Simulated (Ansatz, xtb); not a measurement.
**Isomers of C4H6BBrSi in order of energy**

10 gas-phase structures of C4H6BBrSi, from a drawn sample of its isomers (lower ones may exist). Each was relaxed with GFN2-xTB:

A. `BC1=CC=C[SiH]1Br`, a singlet
B. `B[SiH]1C=CC(Br)=C1`, a singlet
C. `BC1=C[SiH2]C=C1Br`, a singlet
D. `BC1=C[SiH](Br)C=C1`, a singlet
E. `BC1=C(Br)C=C[SiH2]1`, a singlet
F. `B[Si]1(Br)C=CC=C1`, a singlet
G. `BC1=C(Br)[SiH2]C=C1`, a singlet
H. `BC1=CC(Br)=C[SiH2]1`, a singlet
I. `BC1=C[SiH2]C(Br)=C1`, a singlet
J. `BC1=CC=C(Br)[SiH2]1`, a singlet

Problem. Estimate their order in r2SCAN-D4/def2-SVP//GFN2-xTB energy at these geometries, lowest first.

Solution. Calculated order at r2SCAN-D4/def2-SVP//GFN2-xTB: A (0.0), D (5.1), F (16.4), E (31.2), J (32.5), H (32.5), C (37.5), G (37.7), I (38.9), B (48.2) kcal/mol. Less than 1 kcal/mol parts J and H; C and G, so the order within those pairs means little.

Energies above the lowest of each column, in kcal/mol; the last columns are at r2SCAN-D4/def2-SVP geometries and were run for some of them only (a dash: not run or not comparable):

```csv
structure,GFN2-xTB,HF/STO-3G,r2SCAN-D4/def2-SVP//GFN2-xTB,r2SCAN-D4/def2-SVP,CCSD(T)/def2-SVP + ΔMP2/def2-TZVPP
A,0.0,0.0,0.0,0.0,0.0
D,3.7,2.6,5.1,5.1,3.7
F,14.1,13.9,16.4,13.9,13.2
E,25.1,28.4,31.2,–,–
J,26.2,28.4,32.5,–,–
H,26.0,28.8,32.5,–,–
C,28.8,30.9,37.5,–,–
G,28.8,31.1,37.7,–,–
I,29.6,30.9,38.9,–,–
B,39.5,42.3,48.2,–,–
```

Every level run on A puts it lowest or level with the lowest. Flexible structures stand in one conformer each, not always the lowest. Frequencies (GFN2-xTB) were run for A, D, F alone. ΔMP2 is the change of the MP2 energy from the smaller to the larger basis.

Over these structures GFN2-xTB departs from r2SCAN-D4/def2-SVP//GFN2-xTB by 2.7 kcal/mol on average once a common shift is removed. A GFN2-xTB relaxation took about 0.078 s and the r2SCAN-D4/def2-SVP//GFN2-xTB energy about 4.7 s on a shared host (Ansatz 0.2.0, xtb 6.7.1).
